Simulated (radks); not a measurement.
Q: Species: La+. Configuration: [Xe] 5d2. Method: non-relativistic Kohn-Sham, TPSS, spin-polarised, spherical densities, point nucleus; open shells are filled with parallel spins first (spin-orbit coupling, left out, can overturn this in heavy ions); meta-GGA in the generalised Kohn-Sham scheme; relativity is left out, which matters for an element this heavy; computed with a radial shooting solver on a logarithmic mesh with Libxc functionals. Some entries of the table are withheld. Estimate them.

orbital  occ.  eigenvalue (eV)  <r^2> (bohr^2)
1s down     1        -36960.41       0.0009487
1s up       1        -36960.40       0.0009487
2s up       1        -5722.160         0.01530
2s down     1        -5722.101         0.01530
2p up       3        -5403.425         0.01145
2p down     3        -5403.384         0.01145
3s up       1        -1227.861          0.1023
3s down     1        -1227.845          0.1022
3p up       3        -1090.773         0.09703
3p down     3        -1090.750         0.09703
3d up       5        -836.5883         0.07995
3d down     5        -836.5402         0.07995
4s up       1        -250.2148          0.5266
4s down     1        -250.1410          0.5268
4p up       3        -199.4376          0.5652
4p down     3        -199.3680          0.5654
4d up       5        -110.9649             (1)
4d down     5        -110.8874             (2)
5s up       1              (3)           3.037
5s down     1              (4)           2.990
5p up       3         -26.3006           3.863
5p down     3         -25.3461           3.805
5d up       2          -7.7336           9.032
5d down     0          -6.6268           9.284

A: 
(1) 4d up <r^2> (bohr^2): 0.6757
(2) 4d down <r^2> (bohr^2): 0.6752
(3) 5s up eigenvalue (eV): -39.7582
(4) 5s down eigenvalue (eV): -39.0118
